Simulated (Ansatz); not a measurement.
Worked example: C2H3Cl + C2H5I → C2H3I + C2H5Cl

Species: C2H3Cl `C=CCl`, singlet; C2H5I (iodoethane) `CCI`, singlet; C2H3I (vinyl iodide) `C=CI`, singlet; C2H5Cl (chloroethane) `CCCl`, singlet. The partners trade Cl for I; both sit on C, so the bond types are kept.

Shapes, held fixed at every level: PBE0-D4/def2-TZVP. Programs: Ansatz 0.2.0. The zero-point and thermal change to 298 K, harmonic and unscaled (PBE0-D4/def2-TZVP), is +0.2 kJ/mol.

At CCSD(T)/def2-TZVPP; 1 Eh = 2625.50 kJ/mol:

```
species  energy (Eh)
 C2H3Cl  -537.569288
  C2H5I  -376.217188
  C2H3I  -374.980574
 C2H5Cl  -538.804039
```

Task: Work out ΔH(298 K) of the reaction at this level.

Result: 
1. Products less reactants: (-374.980574) + (-538.804039) − [(-537.569288) + (-376.217188)] = 0.001863 Eh = +4.9 kJ/mol.
2. With the thermal change: +4.9 + (+0.2) = +5.1 kJ/mol.

Other levels give +5.1 (wB97X-V/def2-TZVPP) to +7.2 kJ/mol (r2SCAN-D4/def2-TZVPP). No measured value is set beside it here. For atoms past krypton def2 sets carry core potentials with scalar relativity. Outer-core shells of I are correlated in most correlated rows, in sets that cover them unevenly.
